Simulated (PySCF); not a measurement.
B(F)(OMe)2 (C₂H₆BFO₂), SMILES COB(F)OC. Atoms are numbered in the order given.

```xyz
12

B     -0.3069     0.0306     0.3249
F     -0.6823    -0.2855     1.5724
O      0.8787    -0.3993    -0.1783
C      1.7835    -1.1922     0.5657
H      1.3853    -1.4393     1.5618
H      1.9828    -2.1258     0.0166
H      2.7337    -0.6477     0.6845
O     -1.1478     0.7895    -0.4137
C     -0.8030     1.1505    -1.7363
H     -0.6689     0.2601    -2.3725
H     -1.6197     1.7631    -2.1446
H      0.1318     1.7345    -1.7617
```

The structure is a stationary point at ωB97X-D3(BJ)/def2-SVP. One conformer was computed; it need not be the lowest.

Level of theory: PBE/def2-TZVP run with PySCF.

ESP charges are fitted to the potential on shells at 1.4 to 2.0 van der Waals radii. Atomic charges (e):

```
atom  Löwdin     ESP fit
----  ------  ----------
B1     -1.11        0.81
F2      0.33  (withheld)
O3      0.36  (withheld)
C4     -0.31       -0.35
H5      0.12  (withheld)
H6      0.11  (withheld)
H7      0.11  (withheld)
O8      0.36  (withheld)
C9     -0.31       -0.15
H10     0.11  (withheld)
H11     0.11  (withheld)
H12     0.11  (withheld)
```

### Question
What belongs in the gaps? (Estimate from the structure and the level; the computed values follow.)

### Answer

- F2, ESP fit: -0.33
- O3, ESP fit: -0.28
- H5, ESP fit: 0.15
- H6, ESP fit: 0.15
- H7, ESP fit: 0.15
- O8, ESP fit: -0.42
- H10, ESP fit: 0.08
- H11, ESP fit: 0.13
- H12, ESP fit: 0.07

Computed Mayer and Wiberg (Löwdin basis) orders of the bonds:
```tsv
bond	Mayer	Wiberg
B1–F2	1.18	2.03
B1–O3	1.27	1.85
O3–C4	0.94	1.41
C4–H5	0.96	0.92
C4–H6	0.97	0.94
C4–H7	0.97	0.94
B1–O8	1.34	1.87
O8–C9	0.94	1.41
C9–H10	0.97	0.93
C9–H11	0.97	0.94
C9–H12	0.97	0.93
```
